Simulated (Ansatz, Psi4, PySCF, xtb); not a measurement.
Noncovalent pair: HF (SMILES F) (first 2 atoms) with CH2O2 (SMILES O=CO); geometry from B3LYP-D3(BJ)/def2-TZVP, rigid monomers moved along the line of their centres of mass till H2···O3 is 2.93 Å.
(charge 0, multiplicity 1):
| atom | x (Å) | y (Å) | z (Å) |
|---|---|---|---|
| F | 0.3902 | 0.0014 | 0.4621 |
| H | -0.1553 | -0.4725 | 1.0950 |
| O | -0.8684 | -0.7522 | 3.9190 |
| C | -0.2871 | -0.0026 | 4.6765 |
| O | 0.6134 | 0.8986 | 4.3284 |
| H | -0.4579 | -0.0003 | 5.7572 |
| H | 0.7411 | 0.8689 | 3.3537 |

Interaction energies are E(AB) − E(A) − E(B) at the monomers' geometry in the complex; basis-set methods are counterpoise corrected. Rows marked so take none.

Correlated levels freeze the cores. Rows in 3-21G, 6-31G* carry no dispersion term and start afresh at each structure (6-31G* with six Cartesian d functions). MP2/6-31G* freezes PySCF's default core.

Programs: Ansatz (Gaussian orbitals); Psi4 for SAPT; PySCF for 3-21G rows, 6-31G* rows, the dispersion terms; xtb for the GFN methods. Each number belongs to the level named beside it.

| level | interaction energy (kcal/mol) |
|---|---|
| GFN1-xTB | -2.88 |
| HF/3-21G (no counterpoise) | -3.87 |
| HF/6-31G* | -3.20 |
| B3LYP-D4/def2-TZVPPD | -3.49 |
| PBE0/def2-TZVPPD | -3.36 |
| MP2/6-31G* (no counterpoise) | [?] |
| MP2/aug-cc-pVTZ | -3.36 |
| SCS-MP2/aug-cc-pVDZ | -3.17 |
| SAPT0/jun-cc-pV(D+d)Z | -3.55 |

Q: Some entries are withheld; supply them.

A: 
- MP2/6-31G* (no counterpoise), interaction energy (kcal/mol): -4.43

Ansatz is an electronic-structure program.
